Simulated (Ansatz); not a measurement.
`BN[SiH2]Cl` + H₂O → `BN[SiH2]O` + HCl at 700 K and 1 bar (formal hydrolysis of the Si–Cl bond).

Isolated molecules relaxed with PBE0-D4/def2-TZVP in Ansatz; ΔE leaves out vibrations. CBS: MP2 limit from def2 TZ/QZ plus the TZ coupled-cluster correction, frozen cores. This one scheme is used for every species. Each species was taken in one conformer, which may not be the lowest.

```tsv
species	CCSD(T)/CBS energy (Eh)	H − E (kJ/mol)	S (J/(mol·K))
`BN[SiH2]Cl`	-831.46864	218.7	424.7
H₂O	-76.37941	80.5	218.4
`BN[SiH2]O`	-447.46614	256.5	427.2
HCl	-460.38127	38.4	211.8
```

H − E and S are ideal-gas, rigid-rotor, harmonic terms from PBE0-D4/def2-TZVP, for one conformer and one mirror image of each species. 1 Eh = 2625.50 kJ/mol, R = 8.31446 J/(mol·K).

Question: By hand: ΔE, ΔH, ΔS and ΔG.

Answer: ΔE = (-447.46614) + (-460.38127) − (-831.46864) − (-76.37941) = 0.00064 Eh = 1.7 kJ/mol. Δ(H − E) = 256.5 + 38.4 − 218.7 − 80.5 = -4.3, so ΔH = -2.6 kJ/mol. ΔS = 427.2 + 211.8 − 424.7 − 218.4 = -4.1 J/(mol·K). ΔG = -2.6 − 700 × (-4.1)/1000 = 0.3 kJ/mol.

Question: By hand: the equilibrium constant, and the temperature at which ΔG would vanish if ΔH and ΔS stayed fixed.

Answer: log₁₀ K = −ΔG/(RT ln 10) = 0.0. ΔG = 0 at ΔH/ΔS = 634 K, though so small a ΔH makes that figure unsure.

TΔS isn't small against ΔH here. The sign of ΔG lies within the doubt. A doubt of 5 kJ/mol in ΔE shifts log₁₀ K by 0.4 here. Other conformers and mirror images would add mixing entropy, several J/(mol·K) or more a flexible species. Modes under 60 cm⁻¹, often nearly free rotors, make the harmonic entropy too high. These are equilibria of isolated gas molecules and say nothing of rates. Largest T1 diagnostic: 0.012 (customary marks: 0.02 for closed shells, 0.045 for open ones).
